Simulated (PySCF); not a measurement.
**Dipole response of Ni⁺ (nickel, charge +1)**

[Ar] 3d9, 2D determinant. Calculation: PySCF 2.14, in aug-cc-pVTZ with one added diffuse shell each of s, p, d, f, g type (9s8p6d4f3g, 118 functions); no relativity, point nucleus. Coupled (time-dependent) response in atomic units; α is the mean over directions.

```csv
method,mean α (bohr³),"α xx, yy, zz",C₆ (like pair),S(−4)
r2SCANh,8.385,"7.790, 7.790, 9.575",29.01,63.21
```

S(−4) is the Cauchy moment in α(ω) = α(0) + S(−4) ω² + …

α(iu) at r2SCANh:

```
u (hartree)  α(iu) (bohr³)
          0          8.385
     0.0500          8.232
      0.100          7.824
      0.200          6.684
      0.300          5.615
      0.500          4.136
      0.750          3.067
       1.00          2.411
       1.50          1.649
       2.00          1.220
       3.00         0.7598
       5.00         0.3858
```

A single London oscillator, α(iu) = α/(1 + u²/ω²), gives C₆ = (3/4) ω α². Matching the computed C₆ needs ω = 4 × 29.01 / (3 × 8.385²) = 0.550 hartree.

For an ion, C₆ is the dispersion term alone; charge-induced terms of lower order in 1/R come first.

The components differ because the open shell of this determinant is not spherical; for a pure term their mean is the scalar polarisability.
